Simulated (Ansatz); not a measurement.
Gas-phase electronic energies from Ansatz, PBE0-D4/def2-TZVP geometries. CCSD(T)/CBS adds triple-zeta CCSD(T) − MP2 to the extrapolated MP2 energy (def2 sets, frozen cores). This one scheme is used for every species, atoms too. Functionals use def2-TZVPP. B3LYP here is the variant with VWN-RPA as its local correlation; programs differ in this. HSE06 is defined as in plane-wave codes. No spin–orbit coupling; open shells (•) take unrestricted orbitals. Spin–orbit coupling would lower the free atoms: a little for Al, Cl, F, S. One conformer a species, not always the lowest.

Reaction (atomization): `[F][Al]([SH])[Cl]` → Al• + Cl• + F• + H• + S•

```
           level  ΔE (kJ/mol)  difference from CCSD(T)/CBS
     LDA (SPW92)       1957.0                        212.1
        B3LYP-D4       1700.5                        -44.4
        HSE06-D4       1712.2                        -32.7
         ωB97X-V       1739.0                         -5.9
          B2PLYP       1700.1                        -44.8
         r2SCAN0       1705.7                        -39.2
           BHLYP       1636.9                       -108.0
         LC-ωPBE       1712.8                        -32.1
CCSD(T)/def2-SVP       1597.1                       -147.8
    HF/CBS(def2)       1298.9                       -446.0
     CCSD(T)/CBS       1744.9                            0
```

Largest T1 diagnostic among the species: 0.018.

At CCSD(T), def2-SVP lies −147.8 kJ/mol from the extrapolated value and def2-TZVPP −62.6 kJ/mol: correlation converges slowly with the basis, and small sets miss more of it in the bonded molecule than in its fragments. Leaving LDA and LC-ωPBE aside and taking each functional with its dispersion term where it has one, the values, not all of them listed here, spread over 104.9 kJ/mol, from BHLYP-D4 to B97M-V. LDA lies +226.4 kJ/mol from PBE without D4, its usual overbinding.

For atomizations the MP2-based limit and the directly extrapolated one differ by several kJ/mol either way, and by 10 to 25 for some Ge, Se and Sn compounds, so smaller differences from it don't rank the levels.
